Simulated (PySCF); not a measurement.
# Computed spin Hamiltonian

C5H5ClF (doublet state).
Numbering: `[CH2:1][C@@H:2]1[C:3](=[CH2:4])[C@@:5]1([F:6])[Cl:7]` (hydrogens: H8, H9 on C1; H10 on C2; H11, H12 on C4)

Cartesian coordinates in Å at the GFN2-xTB level; atoms count from 1:
```
atom  x, y, z in Å
C1    -1.4645   -1.0825   -0.3191
C2    -0.5246   -0.0641   -0.6703
C3     0.7418    0.1296    0.1041
C4     1.9143   -0.3411    0.4418
C5    -0.2745    1.1496    0.2833
F6    -0.9674    1.2100    1.4472
Cl7   -0.0826    2.7545   -0.4069
H8    -1.5410   -1.4202    0.6957
H9    -2.1550   -1.4563   -1.0476
H10   -0.4825    0.2027   -1.7206
H11    2.2869   -1.2631    0.0267
H12    2.5503    0.1802    1.1395
```

The hyperfine couplings belong to this conformer and change with its torsions.

Computed, not measured: PySCF, UKS B3LYP, pcH-1 on C Cl F H, non-relativistic, mean-field spin-orbit, GIAO. Isolated species at its GFN2-xTB geometry (one conformer only). Couplings are sensitive to structure, and on GFN2-xTB geometries they can be far from those on DFT ones. Stability of the SCF solution: not tested.

```
g1, g2, g3        : 2.00245, 2.00325, 2.00356
g_iso             : 2.00309
Form of g         : rhombic: the two nearest values differ by 28 % of g3 − g1
⟨S²⟩              : 0.7553 (exact 0.7500)
α and β electrons : 31, 30
Total energy      : -753.46116 Eh
Basis functions   : 235
```

Hyperfine couplings atom by atom, in 10⁻⁴ cm⁻¹; T1 to T3 are the principal values of the dipolar part; ρ(0) is the spin density at the nucleus (1 × 10⁻⁴ cm⁻¹ = 2.998 MHz):

```
atom  isotope  a_iso  of which spin–orbit     T1     T2    T3  Mulliken spin population  ρ(0) (bohr⁻³)
  C1      13C   27.6                  0.0  -25.4  -25.1  50.5                      1.01         0.0736
  C2      13C  -14.3                  0.0   -1.9    0.0   1.9                     -0.12        -0.0381
  C3      13C   20.4                  0.0   -2.5   -1.7   4.2                      0.07         0.0545
  C4      13C    2.4                  0.0   -0.9   -0.2   1.0                     -0.01         0.0065
  C5      13C   43.7                  0.0   -4.0   -3.8   7.8                      0.11         0.1164
  F6      19F    1.9                  0.1   -6.2   -3.7  10.0                      0.00         0.0013
 Cl7     35Cl    2.3                  0.0   -1.9   -1.4   3.3                      0.02         0.0155
  H8       1H  -19.9                  0.0  -12.0   -0.2  12.2                     -0.04        -0.0133
  H9       1H  -20.0                  0.0  -12.3    0.0  12.4                     -0.04        -0.0134
 H10       1H    2.1                  0.0   -1.4   -0.9   2.3                      0.00         0.0014
 H11       1H    0.4                  0.0   -0.7   -0.4   1.1                      0.00         0.0003
 H12       1H    2.9                  0.0   -0.5   -0.2   0.7                      0.00         0.0019
```

The Mulliken spin populations are largest on C1 (+1.01), C2 (-0.12), C5 (+0.11) and C3 (+0.07). C1 is the only atom above +0.15. The positive populations add up to 1.21 and the negative ones to -0.21, together 2S = 1. The angles at C1 add up to 359.8°, so it is planar; its axial dipolar tensor and the negative couplings of its protons fit spin in a p orbital normal to that plane.

Axes: g1 points within 8° of the C2–C5 bond.

Under fast tumbling the dipolar parts average out, and these isotropic splittings remain (the largest six): 1 × 1H (H9, I = 1/2, 2 lines) with 2.14 mT, 1 × 1H (H8, I = 1/2, 2 lines) with 2.12 mT, 1 × 1H (H12, I = 1/2, 2 lines) with 0.31 mT, 1 × 35Cl (Cl7, I = 3/2, 4 lines) with 0.24 mT, 1 × 1H (H10, I = 1/2, 2 lines) with 0.22 mT and 1 × 19F (F6, I = 1/2, 2 lines) with 0.21 mT.

H8 and H9 aren't averaged: C1 is flat or nearly so (angle sum 360°), and its turn about the short C1–C2 bond (1.43 Å) is taken as slow.

Main isotope only: 35Cl (natural samples also hold 24 % 37Cl, magnetic too, which adds its own pattern).

The 13C coupling of C5 (130.9 MHz) shows only in satellite lines or after enrichment, since that isotope makes up about 1.07 % of natural carbon.

The spin density at the nucleus, in bohr⁻³, is negative for C2 (-0.0381), H9 (-0.0134) and H8 (-0.0133), for instance. A restricted open-shell determinant has no negative spin density anywhere; here it arises because α and β orbitals differ (spin polarisation).
